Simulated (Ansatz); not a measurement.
Consider the hydrogenolysis of a C–C bond: `C[CH2][Ga]([Cl])[Cl]` + H₂ → `[CH3][Ga]([Cl])[Cl]` + CH₄.

Calculated with Ansatz (gas phase, PBE0-D4/def2-TZVP geometries, no zero-point term in ΔE). CCSD(T)/CBS adds triple-zeta CCSD(T) − MP2 to the extrapolated MP2 energy (def2 sets, frozen cores). This one scheme is used for every species. DFT in def2-TZVPP. For Ga outer-core shells are correlated without core-valence functions, which leaves a few kJ/mol of doubt a bond. Scalar relativity is left out up to krypton. One conformer a species, not always the lowest.

`C[CH2][Ga]([Cl])[Cl]`:

Z-matrix (Å, degrees):
```
C
C 1 1.522
H 1 1.092 2 111.8
H 1 1.092 2 111.8 3 -120.0
H 1 1.093 2 110.8 3 120.0
Ga 2 1.956 1 114.4 3 60.0
H 2 1.094 1 111.7 3 -60.8
H 2 1.094 1 111.8 3 -179.2
Cl 6 2.140 2 123.5 1 -180.0
Cl 6 2.142 2 122.5 1 -0.0
```

H₂:

Z-matrix (Å, degrees):
```
H
H 1 0.746
```

`[CH3][Ga]([Cl])[Cl]`:

Cartesian coordinates in Å:
```
C -0.520 0.815 0.286
Ga 0.490 -0.747 -0.275
Cl -0.219 -2.744 0.010
Cl 2.403 -0.638 -1.222
H -0.029 1.727 -0.049
H -1.529 0.764 -0.125
H -0.596 0.822 1.375
```

CH₄:

Cartesian coordinates in Å:
```
C 0.000 0.000 0.000
H 1.023 0.361 -0.103
H -0.688 0.738 -0.411
H -0.225 -0.159 1.054
H -0.110 -0.940 -0.540
```

```
             level  ΔE (kJ/mol)
         revPBE-D4        -70.9
          PBE-QIDH        -82.5
SCS-MP2/def2-TZVPP        -79.7
   CCSD/def2-TZVPP        -83.7
```

Task: What does CCSD(T)/CBS give? (Best estimate.)

Result: The calculation gave: -77.6 kJ/mol. The listed levels differ from it by 6.7, -4.9, -2.1, -6.1 kJ/mol.

Largest T1 diagnostic among the species: 0.011.

From PBE to PBE0 (25 % exact exchange), in def2-TZVPP and without D4, ΔE moves by −3.0 kJ/mol. Leaving LDA and LC-ωPBE aside and taking each functional with its dispersion term where it has one, the values, not all of them listed here, spread over 17.3 kJ/mol, from B97M-V to revPBE-D4. LDA lies +7.3 kJ/mol from PBE without D4.
